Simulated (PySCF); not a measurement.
Isomers of C6H11NOSi, mass 141.061 u with the commonest isotopes. Theory: PBE0/pcSseg-1 in PySCF (dipole) on a GFN2-xTB geometry, gas phase. One conformer each, none proved a minimum here; rigid rotors.

Question: Order these by radius of gyration √(Σ m r²/M), smallest first.
A. `[CH3:1][SiH2:2][c:3]1[cH:4][cH:5][c:6]([CH2:7][NH2:8])[o:9]1` with C1–Si2–C3–C4 10°, C5–C6–C7–N8 -78°, C6–C7–N8–H -59° and 59°
B. `[CH3:1]/[C:2]([CH2:3][C:4]([NH2:5])=[O:6])=[C:7]1/[CH2:8][SiH2:9]1` with C1–C2–C3–C4 77°, C2–C3–C4–N5 65°, C3–C4–N5–H -7° and -176°
C. `[CH3:1][CH2:2][CH2:3][C@@:4]([SiH3:5])([C:6]#[N:7])[CH:8]=[O:9]` with C1–C2–C3–C4 180°, C2–C3–C4–Si5 -176°, C3–C4–C8–O9 28°
D. `[N:1]#[C:2][CH2:3][C@@H:4]1[CH2:5][SiH2:6][CH2:7][CH2:8][O:9]1` with C2–C3–C4–C5 -65°, C3–C4–C5–Si6 -176°, C4–C5–Si6–C7 40°, C5–Si6–C7–C8 -39°, Si6–C7–C8–O9 55°

Answer: C (2.248 Å), D (2.330 Å), B (2.398 Å), A (2.499 Å).

Question: Order these by rotational constant A, smallest first.
A. `[N:1]#[C:2][CH2:3][C@@H:4]1[CH2:5][SiH2:6][CH2:7][CH2:8][O:9]1` with C2–C3–C4–C5 -65°, C3–C4–C5–Si6 -176°, C4–C5–Si6–C7 40°, C5–Si6–C7–C8 -39°, Si6–C7–C8–O9 55°
B. `[CH3:1][SiH2:2][c:3]1[cH:4][cH:5][c:6]([CH2:7][NH2:8])[o:9]1` with C1–Si2–C3–C4 10°, C5–C6–C7–N8 -78°, C6–C7–N8–H -59° and 59°
C. `[CH3:1][CH2:2][SiH2:3]/[CH:4]=[C:5](\[C:6]#[N:7])[O:8][CH3:9]` with C1–C2–Si3–C4 57°, C2–Si3–C4–C5 70°, C4–C5–O8–C9 -178°
D. `[CH3:1]/[C:2]([CH2:3][C:4]([NH2:5])=[O:6])=[C:7]1/[CH2:8][SiH2:9]1` with C1–C2–C3–C4 77°, C2–C3–C4–N5 65°, C3–C4–N5–H -7° and -176°
E. `[CH3:1][CH2:2][CH2:3][C@@:4]([SiH3:5])([C:6]#[N:7])[CH:8]=[O:9]` with C1–C2–C3–C4 180°, C2–C3–C4–Si5 -176°, C3–C4–C8–O9 28°

Answer: E (1595 MHz), C (2203 MHz), A (2659 MHz), D (2718 MHz), B (3749 MHz).

Question: Order these by rotational constant C, largest first.
A. `[CH3:1][CH2:2][CH2:3][C@@:4]([SiH3:5])([C:6]#[N:7])[CH:8]=[O:9]` with C1–C2–C3–C4 180°, C2–C3–C4–Si5 -176°, C3–C4–C8–O9 28°
B. `[CH3:1][CH2:2][SiH2:3]/[CH:4]=[C:5](\[C:6]#[N:7])[O:8][CH3:9]` with C1–C2–Si3–C4 57°, C2–Si3–C4–C5 70°, C4–C5–O8–C9 -178°
C. `[N:1]#[C:2][CH2:3][C@@H:4]1[CH2:5][SiH2:6][CH2:7][CH2:8][O:9]1` with C2–C3–C4–C5 -65°, C3–C4–C5–Si6 -176°, C4–C5–Si6–C7 40°, C5–Si6–C7–C8 -39°, Si6–C7–C8–O9 55°
D. `[CH3:1]/[C:2]([CH2:3][C:4]([NH2:5])=[O:6])=[C:7]1/[CH2:8][SiH2:9]1` with C1–C2–C3–C4 77°, C2–C3–C4–N5 65°, C3–C4–N5–H -7° and -176°
E. `[CH3:1][SiH2:2][c:3]1[cH:4][cH:5][c:6]([CH2:7][NH2:8])[o:9]1` with C1–Si2–C3–C4 10°, C5–C6–C7–N8 -78°, C6–C7–N8–H -59° and 59°

Answer: A (851.1 MHz), B (710.7 MHz), C (681.1 MHz), D (660.7 MHz), E (593.3 MHz).

```
                  SMILES  point group  Ia (u·Å²)  Ib (u·Å²)  Ic (u·Å²)      κ  μa (D)  μb (D)  μc (D)
  N#CC[C@@H]1C[SiH2]CCO1           C1     190.09     599.46     741.95  -0.84    3.57    1.53    0.50
C/C(CC(N)=O)=C1/C[SiH2]1           C1     185.92     671.73     764.89  -0.91    3.39    1.28    0.38
CCC[C@@]([SiH3])(C#N)C=O           C1     316.78     514.63     593.78  -0.65    0.34    1.27    2.19
    CC[SiH2]/C=C(\C#N)OC           C1     229.44     672.93     711.08  -0.95    0.82    1.77    0.69
      C[SiH2]c1ccc(CN)o1           C1     134.79     775.06     851.80  -0.96    0.96    1.45    0.57
```
